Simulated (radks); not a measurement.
Values are calculated unless marked as measured or tabulated.
How relativity changes the ionisation of the cobalt ion Co3+ ([Ar] 3d6) to Co4+ ([Ar] 3d5). Spin-unpolarised spherical Kohn-Sham, PBE, point nucleus unless stated (finite: rms radius 3.7875 fm), a radial shooting solver on a logarithmic mesh with Libxc functionals. A level marked "c x" has the speed of light scaled by that factor and shares open shells by 2j + 1; other Dirac levels either fill j = l - 1/2 first or share by 2j + 1.

| level | E(Co3+) (hartree) | E(Co4+) (hartree) | IE (eV) | HOMO | <r> HOMO (bohr) |
|---|---|---|---|---|---|
| non-rel. | -1380.13333 | -1378.08732 | 55.675 | 3d | 0.9363 |
| scalar-rel. | -1390.87907 | -1388.84494 | 55.352 | 3d | 0.9402 |
| scalar-rel., finite nucleus | -1390.87403 | -1388.83990 | 55.352 | 3d | 0.9402 |
| Dirac, 2j+1 shares | -1390.91204 | -1388.87795 | 55.350 | 3d5/2 | 0.9418 |
| Dirac, low j first | -1390.92503 | -1388.89596 | 55.214 | 3d5/2 | 0.9422 |
| Dirac, 2j+1 shares, finite nucleus | -1390.90700 | -1388.87291 | 55.350 | 3d5/2 | 0.9418 |
| Dirac, c x 1.25 | -1386.98408 | -1384.94571 | 55.467 | 3d5/2 | 0.9398 |
| Dirac, c x 2 | -1382.78962 | -1380.74660 | 55.593 | 3d5/2 | 0.9377 |
| Dirac, c x 10 | -1380.23910 | -1378.19322 | 55.671 | 3d5/2 | 0.9364 |

NIST Atomic Spectra Database: 51.3 eV (semi-empirical). The relativistic part of the total energy of Co3+ is -10.77 hartree (Dirac, 2j+1 shares, finite nucleus), 0.78 % of the non-relativistic value. Spin polarisation and multiplet splitting of open shells are left out at every level.

Beside tabulated values, note that spin-unpolarised runs miss the spin-polarisation part of the exchange energy of open shells.
